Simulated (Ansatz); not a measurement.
Geometry optimisation, Ansatz 0.2.0, RKS BHLYP/6-31G*.

The input (input.yaml):

```yaml
crystal:
  periodic: [false, false, false]
  atoms:
    - { symbol: Si, position_ang: [0.345164, 0.033983, 0.026318] }
    - { symbol: O, position_ang: [0.391915, -0.197646, 1.660461] }
    - { symbol: H, position_ang: [-0.418612, -0.330755, 2.153678] }
    - { symbol: H, position_ang: [1.786215, 0.163975, -0.064797] }
    - { symbol: Si, position_ang: [-0.973014, 1.82316, -0.687045] }
    - { symbol: H, position_ang: [-2.40303, 1.535391, -0.430879] }
    - { symbol: H, position_ang: [-0.594365, 3.04757, 0.051829] }
    - { symbol: H, position_ang: [-0.782769, 2.049804, -2.137358] }
    - { symbol: F, position_ang: [-0.176104, -1.264282, -0.755006] }
basis:
  gaussian: { orbitals: "6-31G*" }
hamiltonian:
  xc: { name: BHLYP }
relax:
  f_tol: 0.03
  max_steps: 50
```

Run as:

```bash
$ ansatz run input.yaml --threads 1 --pin off --max-ram 2048MiB --backend cpu --events-out ev --progress --plain --runs-dir out
```

Problem. Where does it end, and by what steps?

Solution. The run converged. After 6 steps the energy has fallen by 0.135 eV; H3 moved furthest, 0.18 Å.

```tsv
step	energy less start (eV)	largest force component (eV/Å)	accepted
0	0.0000	0.856	yes
1	-0.1093	0.591	yes
2	-0.1250	0.344	yes
3	-0.1315	0.237	yes
4	-0.1334	0.161	yes
5	-0.1338	0.163	yes
6	-0.1355	0.015	yes
```

```xyz
9
Properties=species:S:1:pos:R:3
Si 0.397 0.036 0.064
O 0.282 -0.216 1.681
H -0.583 -0.324 2.071
H 1.830 0.234 -0.196
Si -0.947 1.806 -0.656
H -2.363 1.555 -0.305
H -0.521 3.056 0.008
H -0.848 1.988 -2.119
F -0.073 -1.275 -0.732
```

The run took 24 s on 1 thread of Arm Neoverse V2, with other jobs on the host, peak memory 0.15 GiB.
